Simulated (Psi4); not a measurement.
C6H12O2, charge +1, doublet, geometry from GFN2-xTB (a state made from the parent by changing its charge; the spin is typed, not shown lowest); CAM-B3LYP/STO-3G (Psi4 1.11).

Input for Psi4:
```
memory 2 GB

molecule {
1 2
  C    -3.87859876    0.56907484   -0.23906773
  C    -2.69519585   -0.32943690    0.01157181
  C    -1.35165221    0.36119849   -0.07247986
  C    -0.15743745   -0.53991423    0.16191148
  O     0.98070711    0.29253839    0.42395932
  C     2.14111931   -0.14015631   -0.02975134
  C     3.30062485    0.70906270    0.41729083
  O     2.26579798   -1.11327316   -0.72891355
  H    -3.76309220    1.14165276   -1.15883222
  H    -4.79595382   -0.01498766   -0.27916002
  H    -4.01481834    1.30056336    0.56297046
  H    -2.82366548   -0.83627884    0.97736436
  H    -2.70688169   -1.15499881   -0.71818678
  H    -1.31799885    1.16739233    0.67568311
  H    -1.22772050    0.87440248   -1.03385711
  H    -0.31201660   -1.19799783    1.02569627
  H     0.09117320   -1.17675346   -0.70374835
  H     2.93378746    1.67941786    0.74147963
  H     4.01827272    0.80078337   -0.39478626
  H     3.79371392    0.20371123    1.24815944
}

set basis sto-3g
set reference uks

energy('cam-b3lyp')
print_variables()
```

Output, abridged:

```
   => Loading Basis Set <=

    Name: STO-3G
    Role: ORBITAL
    Keyword: BASIS

         ---------------------------------------------------------
                                   SCF
               by Justin Turney, Rob Parrish, Andy Simmonett
                          and Daniel G. A. Smith
                              UKS Reference
         ---------------------------------------------------------

  ==> Geometry <==

    Molecular point group: c1
    Full point group: C1

    Geometry (in Angstrom), charge = 1, multiplicity = 2:

       Center              X                  Y                   Z               Mass
    ------------   -----------------  -----------------  -----------------  -----------------
         C           -3.964997260816     0.592858750759    -0.231023064645    12.000000000000
         C           -2.781594350816    -0.305652989241     0.019616475355    12.000000000000
         C           -1.438050710816     0.384982400759    -0.064435194645    12.000000000000
         C           -0.243835950816    -0.516130319241     0.169956145355    12.000000000000
         O            0.894308609184     0.316322300759     0.432003985355    15.994914619570
         C            2.054720809184    -0.116372399241    -0.021706674645    12.000000000000
         C            3.214226349184     0.732846610759     0.425335495355    12.000000000000
         O            2.179399479184    -1.089489249241    -0.720868884645    15.994914619570
         H           -3.849490700816     1.165436670759    -1.150787554645     1.007825032230
         H           -4.882352320816     0.008796250759    -0.271115354645     1.007825032230
         H           -4.101216840816     1.324347270759     0.571015125355     1.007825032230
         H           -2.910063980816    -0.812494929241     0.985409025355     1.007825032230
         H           -2.793280190816    -1.131214899241    -0.710142114645     1.007825032230
         H           -1.404397350816     1.191176240759     0.683727775355     1.007825032230
         H           -1.314119000816     0.898186390759    -1.025812444645     1.007825032230
         H           -0.398415100816    -1.174213919241     1.033740935355     1.007825032230
         H            0.004774699184    -1.152969549241    -0.695703684645     1.007825032230
         H            2.847388959184     1.703201770759     0.749524295355     1.007825032230
[...]
      Ntotal   =   62.9999358244 ; deviation = -6.418e-05

   @Spin Contamination Metric:   5.647706975E-03
   @S^2 Expected:                7.500000000E-01
   @S^2 Observed:                7.556477070E-01
   @S   Expected:                5.000000000E-01
   @S   Observed:                5.000000000E-01

    Orbital Energies [Eh]
    ---------------------

    Alpha Occupied:

[...]
    Alpha Virtual:

[...]
    Beta Occupied:

[...]
      31A     -0.475094

    Beta Virtual:

[...]
    Final Occupation by Irrep:
              A
    DOCC [    31 ]
    SOCC [     1 ]
    NA   [    32 ]
    NB   [    31 ]

  @DF-UKS Final Energy:  -380.90589341316104

   => Energetics <=

    Nuclear Repulsion Energy =            379.1304945407615037
    One-Electron Energy =               -1255.7662891172089985
    Two-Electron Energy =                 534.5419630802005031
    DFT Exchange-Correlation Energy =     -38.8120619169139260
    Empirical Dispersion Energy =           0.0000000000000000
    VV10 Nonlocal Energy =                  0.0000000000000000
    Total Energy =                       -380.9058934131609817

  UHF NO Occupations:
  HONO-2 :   30  A 1.9991371
  HONO-1 :   31  A 1.9984196
  HONO-0 :   32  A 1.0000000
  LUNO+0 :   33  A 0.0015804
  LUNO+1 :   34  A 0.0008629
  LUNO+2 :   35  A 0.0001993
  LUNO+3 :   36  A 0.0001558

Computation Completed

Properties will be evaluated at   0.000000,   0.000000,   0.000000 [a0]

Properties computed using the SCF density matrix

 Multipole Moments:

 ------------------------------------------------------------------------------------
     Multipole            Electronic (a.u.)      Nuclear  (a.u.)        Total (a.u.)
 ------------------------------------------------------------------------------------

 L = 1.  Multiply by 2.5417464519 to convert [e a0] to [Debye]
 Dipole X            :         13.0149206          -10.4492485            2.5656722
 Dipole Y            :         -3.0559859            2.8764853           -0.1795006
 Dipole Z            :         -0.8191907            0.9729414            0.1537507
 Magnitude           :                                                    2.5765351

 ------------------------------------------------------------------------------------

  Variable Map:
  ----------------------------------------------------------------------------
[...]
  Array Variable Map:
  ----------------------------------------------------------------------------
[...]
[...]
```
